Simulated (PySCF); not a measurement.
Species: C6H13N.
Z-matrix (Å and degrees, GFN2-xTB geometry), rows numbered from 1:
```
C 
C   1  1.5227
C   2  1.5071  1  112.00
N   3  1.2541  2  129.45  1  -178.60
C   4  1.4357  3  123.16  2     1.23
C   5  1.5337  4  109.79  3   109.68
C   6  1.5225  5  111.66  4    60.31
H   1  1.0880  2  110.59  3   -60.97
H   1  1.0880  2  110.53  3    59.13
H   1  1.0880  2  110.61  3   179.04
H   2  1.0941  1  109.86  3  -121.27
H   2  1.0946  1  109.77  3   121.09
H   3  1.0868  2  115.37  1     1.77
H   5  1.0995  4  113.81  3   -13.25
H   5  1.0947  4  106.32  3  -132.89
H   6  1.0925  5  108.55  4  -178.12
H   6  1.0926  5  108.80  4   -60.82
H   7  1.0862  6  109.75  5   -56.68
H   7  1.0876  6  110.60  5  -177.06
H   7  1.0873  6  110.35  5    62.66
```

The closed-shell SCF was solved with PySCF and density fitting under several settings on one GFN2-xTB geometry (grid level 2 and gas phase unless stated).

```tsv
settings	basis functions	SCF cycles	E (Eh)	HOMO (eV)	LUMO (eV)	dipole (D)
PBE0/pcSseg-1	184	13	-290.8017	-6.67	0.08	1.94
PBE0/def2-SVPD	244	13	-290.6470	-6.70	-0.03	1.97
```

Question: Estimate the row for these settings: PBE0/6-31G-J, start guess huckel, fitting basis def2-qzvpp-jkfit.

Answer: 
```
                                                        settings  basis functions  SCF cycles     E (Eh)  HOMO (eV)  LUMO (eV)  dipole (D)
PBE0/6-31G-J, start guess huckel, fitting basis def2-qzvpp-jkfit              136          13  -290.8076      -6.32       0.36        2.02
```

Question: Over all rows, what range does the HOMO–LUMO gap span?

Answer: From 6.67 eV (PBE0/def2-SVPD) to 6.75 eV (PBE0/pcSseg-1).

Question: And the dipole moment?

Answer: From 1.94 D (PBE0/pcSseg-1) to 2.02 D (PBE0/6-31G-J, start guess huckel, fitting basis def2-qzvpp-jkfit); the largest is 1.04 times the smallest, and the median is 1.97 D.

Question: Compare two rows with the functional PBE0: PBE0/pcSseg-1 and PBE0/def2-SVPD. Which energy is lower, and by how much?

Answer: PBE0/pcSseg-1 (184 functions) lies 0.1547 Eh or 97 kcal/mol below PBE0/def2-SVPD (244 functions). The smaller set gives the lower energy; the two sets aren't nested, so the variational bound doesn't order them by size.

Cycle counts include a coarse-grid stage where the run had one.

One conformer stands for the species.
